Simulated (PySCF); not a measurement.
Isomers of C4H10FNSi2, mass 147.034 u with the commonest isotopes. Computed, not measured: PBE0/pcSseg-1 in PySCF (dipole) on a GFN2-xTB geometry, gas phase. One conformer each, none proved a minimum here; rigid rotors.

Task: Order these by out-of-plane moment Σ m c² = (Ia + Ib − Ic)/2, largest first.
A. `[N:1]#[C:2][SiH2:3][SiH2:4][CH2:5][CH2:6][CH2:7][F:8]` with C2–Si3–Si4–C5 -9°, Si3–Si4–C5–C6 -85°, Si4–C5–C6–C7 64°, C5–C6–C7–F8 -68°
B. `[N:1]#[C:2][C:3]([SiH3:4])([SiH3:5])[CH2:6][CH2:7][F:8]` with C2–C3–C6–C7 63°, C3–C6–C7–F8 73°
C. `[N:1]#[C:2][CH2:3][SiH2:4][CH2:5][SiH2:6][CH2:7][F:8]` with C2–C3–Si4–C5 47°, C3–Si4–C5–Si6 48°, Si4–C5–Si6–C7 52°, C5–Si6–C7–F8 -65°

Result: B (131.95 u·Å²), C (124.93 u·Å²), A (100.66 u·Å²).

Task: Order these by rotational constant C, smallest first.
A. `[N:1]#[C:2][CH2:3][SiH2:4][CH2:5][SiH2:6][CH2:7][F:8]` with C2–C3–Si4–C5 47°, C3–Si4–C5–Si6 48°, Si4–C5–Si6–C7 52°, C5–Si6–C7–F8 -65°
B. `[N:1]#[C:2][SiH2:3][SiH2:4][CH2:5][CH2:6][CH2:7][F:8]` with C2–Si3–Si4–C5 -9°, Si3–Si4–C5–C6 -85°, Si4–C5–C6–C7 64°, C5–C6–C7–F8 -68°
C. `[N:1]#[C:2][C:3]([SiH3:4])([SiH3:5])[CH2:6][CH2:7][F:8]` with C2–C3–C6–C7 63°, C3–C6–C7–F8 73°

Result: A (847.3 MHz), B (910.2 MHz), C (967.3 MHz).

Task: Order these by dipole moment, largest first.
A. `[N:1]#[C:2][CH2:3][SiH2:4][CH2:5][SiH2:6][CH2:7][F:8]` with C2–C3–Si4–C5 47°, C3–Si4–C5–Si6 48°, Si4–C5–Si6–C7 52°, C5–Si6–C7–F8 -65°
B. `[N:1]#[C:2][SiH2:3][SiH2:4][CH2:5][CH2:6][CH2:7][F:8]` with C2–Si3–Si4–C5 -9°, Si3–Si4–C5–C6 -85°, Si4–C5–C6–C7 64°, C5–C6–C7–F8 -68°
C. `[N:1]#[C:2][C:3]([SiH3:4])([SiH3:5])[CH2:6][CH2:7][F:8]` with C2–C3–C6–C7 63°, C3–C6–C7–F8 73°

Result: A (3.94 D), C (3.46 D), B (3.04 D).

```
                 SMILES  point group  Ia (u·Å²)  Ib (u·Å²)  Ic (u·Å²)      κ  μa (D)  μb (D)  μc (D)
N#CC([SiH3])([SiH3])CCF           C1     298.30     488.05     522.46  -0.81    0.13    1.94    2.86
    N#C[SiH2][SiH2]CCCF           C1     320.77     435.78     555.22  -0.25    2.34    1.92    0.34
    N#CC[SiH2]C[SiH2]CF           C1     288.25     558.10     596.49  -0.87    3.16    1.94    1.33
```
